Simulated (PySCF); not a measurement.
Problem. Write Cartesian coordinates for `C=N[C@H](C)CCC` as optimised with PBE0-D3(BJ)/def2-SVP.

Solution. 
```xyz
20
C6H13N angstrom
C     -1.9830   -1.2835   -0.9860
N     -1.4418   -0.1471   -0.9021
C     -0.9743    0.3081    0.3897
C     -1.7907    1.5277    0.7975
C      0.5149    0.6367    0.2996
C      1.3974   -0.5524   -0.0471
C      2.8753   -0.2016   -0.1055
H     -2.3558   -1.6443   -1.9561
H     -2.1106   -1.9609   -0.1162
H     -1.1101   -0.4858    1.1588
H     -1.4475    1.9163    1.7683
H     -2.8583    1.2761    0.8827
H     -1.6879    2.3234    0.0440
H      0.6478    1.4314   -0.4555
H      0.8312    1.0640    1.2676
H      1.0746   -0.9654   -1.0175
H      1.2335   -1.3548    0.6950
H      3.4911   -1.0782   -0.3586
H      3.0702    0.5722   -0.8655
H      3.2344    0.1895    0.8605
```

Orientation and origin are arbitrary. Atoms count from 1 in this order. The 2 C–N bonds span 1.261 Å (C1=N2, drawn double) to 1.447 Å (N2–C3, drawn single), a spread of 0.186 Å. Of the pairs four or more bonds apart, H9···H10 is among the closest relative to their van der Waals radii: 2.19 Å, 91 % of the sum of Bondi's values.

Bonds between heavy atoms (Å): C1=N2 1.261, N2–C3 1.447, C3–C4 1.523, C3–C5 1.528, C5–C6 1.521, C6–C7 1.520.

Theory: PySCF, PBE0-D3(BJ)/def2-SVP geometry optimisation, gas phase.

Point group: C1 (no symmetry element, even within 0.4 Å). Not checked by PBE0-D3(BJ)/def2-SVP frequencies. One conformer, not necessarily the lowest (C1–N2–C3–C4 -115°, N2–C3–C5–C6 -62°, C3–C5–C6–C7 -179°).
